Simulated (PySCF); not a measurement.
C4H5, SMILES C=[C]C=C (connectivity only; charge and spin as stated), charge +1, multiplicity 1.

The structure is a stationary point at B3LYP-D3(BJ)/def2-SVP. The spin state was assumed, not searched. The isomer is the one that the SMILES or the coordinates give; other isomers of the formula were not compared. The values are those of a single conformer.

Method: PySCF 2.14.0 with TDDFT-LC-ωPBE/def2-SVPD.

Vertical excitations. Isolated molecule, no solvent. State labels are in the subgroup Cs.

```
state  symmetry  energy (eV)  λ (nm)      f                                                             main pairs
-----  --------  -----------  ------  -----  ---------------------------------------------------------------------
S1           A"         3.30     376  0.000                                                         HOMO→LUMO 96 %
S2           A'         5.60     221  0.445                                                       HOMO−1→LUMO 99 %
S3           A"         6.06     205  0.000                                                       HOMO−2→LUMO 96 %
S4           A"         7.53     165  0.002                                     HOMO−4→LUMO 80 %, HOMO→LUMO+2 12 %
S5           A'         7.91     157  0.201                                     HOMO→LUMO+1 62 %, HOMO−3→LUMO 33 %
S6           A"         8.25     150  0.001                                                     HOMO−1→LUMO+1 97 %
S7           A"         8.75     142  0.003  HOMO→LUMO+2 44 %, HOMO−5→LUMO 29 %, HOMO−4→LUMO 12 %, HOMO−6→LUMO 7 %
S8           A"         9.09     136  0.001                    HOMO−5→LUMO 43 %, HOMO→LUMO+2 38 %, HOMO−6→LUMO 8 %
S9           A'         9.80     127  0.069                                                     HOMO−1→LUMO+2 83 %
S10          A'         9.99     124  0.277                   HOMO→LUMO+3 53 %, HOMO−3→LUMO 22 %, HOMO→LUMO+1 16 %
T1           A'         2.74     453      0                                                       HOMO−1→LUMO 96 %
T2           A"         2.79     444      0                                                         HOMO→LUMO 93 %
T3           A'         4.90     253      0                                                       HOMO→LUMO+1 92 %
T4           A"         5.44     228      0                                                       HOMO−2→LUMO 93 %
```
Triplets are in the Tamm–Dancoff approximation, which puts them higher than full response would, so one can lie above its singlet here.
